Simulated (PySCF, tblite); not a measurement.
Isomers of C7H11N3, one GFN2-xTB conformer each. Single-point energies are computed at PBE0/pcSseg-1 (PySCF, gas phase, no added dispersion term), electronic only.

Task: Rank them by PBE0/pcSseg-1 energy, lowest first (kJ/mol).
A. `[CH2:1]=[CH:2][c:3]1[cH:4][n:5]([CH2:6][CH2:7][CH3:8])[n:9][n:10]1` with C1–C2–C3–C4 -1°, C4–N5–C6–C7 -104°, N5–C6–C7–C8 66°
B. `[CH2:1]=[CH:2][n:3]1[n:4][n:5][c:6]([CH3:7])[c:8]1[CH2:9][CH3:10]` with C1–C2–N3–N4 2°, C6–C8–C9–C10 -99°
C. `[CH3:1][CH2:2][c:3]1[cH:4][n:5]([CH:6]2[CH2:7][CH2:8]2)[n:9][n:10]1` with C1–C2–C3–C4 90°, C4–N5–C6–C7 -143°
D. `[cH:1]1[n:2][n:3][cH:4][n:5]1[CH:6]1[CH2:7][CH2:8][CH2:9][CH2:10]1` with C4–N5–C6–C7 -115°, N5–C6–C7–C8 -138°, C6–C7–C8–C9 36°, C7–C8–C9–C10 -42°, C8–C9–C10–C6 32°
E. `CC(C)(C)c1cncnn1`

Result: D (0.0), E (62.3), B (82.8), A (87.7), C (111.5).

As drawn, the highest has a three-membered ring, which the lowest lacks. Neighbours under 10 kJ/mol apart (C=Cn1nnc(C)c1CC and C=Cc1cn(CCC)nn1) can change places with a better method, another conformer or zero-point energy. GFN2-xTB itself gives, in the same order: 0.0, 125.6, 127.4, 149.2, 132.7. Both levels put the same isomer lowest; measured from each level's own lowest isomer, the values differ by up to 63.3 kJ/mol (CC(C)(C)c1cncnn1: 125.6 against 62.3).

Task: Which frontier levels, dipoles and rotational constants go with these structures?

Result: 
```csv
SMILES,"HOMO (eV, PBE0/pcSseg-1)",LUMO (eV),dipole (D),"A, B, C (MHz)"
c1nncn1C1CCCC1,-7.04,0.41,6.71,"3595, 842.0, 813.6"
CC(C)(C)c1cncnn1,-6.71,-1.90,2.92,"2670, 1021, 881.5"
C=Cn1nnc(C)c1CC,-6.83,-1.00,4.56,"1811, 1248, 785.8"
C=Cc1cn(CCC)nn1,-6.64,-0.69,4.55,"2875, 774.8, 685.6"
CCc1cn(C2CC2)nn1,-7.01,0.07,4.21,"4527, 690.4, 665.8"
```

Task: What happens when harmonic zero-point energies from GFN2-xTB frequencies are added?

Result: 
| SMILES | ZPE (kJ/mol) | electronic (kJ/mol) | with ZPE (kJ/mol) |
| --- | --- | --- | --- |
| c1nncn1C1CCCC1 | 466.7 | 0.0 | 0.0 |
| CC(C)(C)c1cncnn1 | 452.8 | 62.3 | 48.4 |
| C=Cn1nnc(C)c1CC | 452.5 | 82.8 | 68.5 |
| C=Cc1cn(CCC)nn1 | 454.5 | 87.7 | 75.4 |
| CCc1cn(C2CC2)nn1 | 457.5 | 111.5 | 102.3 |

The zero-point energies span 14.2 kJ/mol. The order is unchanged.
